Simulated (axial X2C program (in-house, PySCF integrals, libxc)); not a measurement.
# Potential curves of GeTe, 2c

Calculated with an in-house all-electron X2C program for linear molecules (integrals from PySCF). Two-component (2c) means X2C with spin–orbit coupling and atomic mean-field two-electron Coulomb and Gaunt terms. Basis: Te dyall-cv3z [11s12p8d4f1g], Ge dyall-cv3z [9s9p7d4f1g] (cores contracted in-house); Gaussian nuclei, density fitting, unrestricted open shells. Masses: Te 129.906 u, Ge 73.921 u.

State: Ω = 0 (closed shell). Energies in cm⁻¹ from the lowest point of each curve. Fits are polynomials in 1 − R0/R over 0.85 to 1.23 times the lowest point R0.

```tsv
R (Å)	CCSD(T)	PBE0	HF	M06
2.0402		10231	10178	11363
2.1340	5401	4230	4050	4938
2.2043	2404	1665	1482	2107
2.2747	699	348	230	555
2.3450	0	0	0	0
2.4271	144	516	711	296
2.5092	1046	1762	2197	1343
2.6147	2964	4096	4882	3437
2.7437		7628	8869	6691
2.9313		13322	15125	11994
```

Correlated methods: 10 electrons correlated (number of frozen shells: Te 4 s, 3 p, 2 d; Ge 3 s, 2 p, 1 d), 284 virtual spin orbitals or spinors in MP2, 110 natural virtuals in coupled cluster.

The state is one determinant whose occupation by symmetry is held fixed; it was picked as the lowest of a PBE0 search that is not exhaustive. The closed shell is kept restricted, so the energy runs too high when the bond is stretched far. CCSD and (T) use frozen natural virtuals with an MP2 correction for the truncation; (T) itself is uncorrected, so its De runs slightly low. The T1 diagnostic is large, a sign of multireference character. With the outer-core shells frozen, correlated bond lengths of heavy atoms tend to come out a few hundredths of an ångström too long. Coupled cluster ran on the points near the minimum only. MP2 and coupled cluster on one determinant become unreliable at the stretched end.

Problem. Fit the CCSD(T) curve near its minimum: give the equilibrium distance and the harmonic wavenumber.

Solution. At CCSD(T), 2c: Re = 2.372 Å, ωe ≈ 316 cm⁻¹; Be follows as 0.0636 cm⁻¹.

Problem. Fit the PBE0 curve near its minimum: give the equilibrium distance and the harmonic wavenumber.

Solution. At PBE0, 2c: Re = 2.340 Å, ωe ≈ 330 cm⁻¹; Be follows as 0.0654 cm⁻¹.

Problem. Fit the HF curve near its minimum: give the equilibrium distance and the harmonic wavenumber.

Solution. At HF, 2c: Re = 2.328 Å, ωe ≈ 347 cm⁻¹; Be follows as 0.066 cm⁻¹.

Problem. What are Re and ωe at the M06 level?

Solution. At M06, 2c: Re = 2.359 Å, ωe ≈ 322 cm⁻¹; Be follows as 0.0643 cm⁻¹.
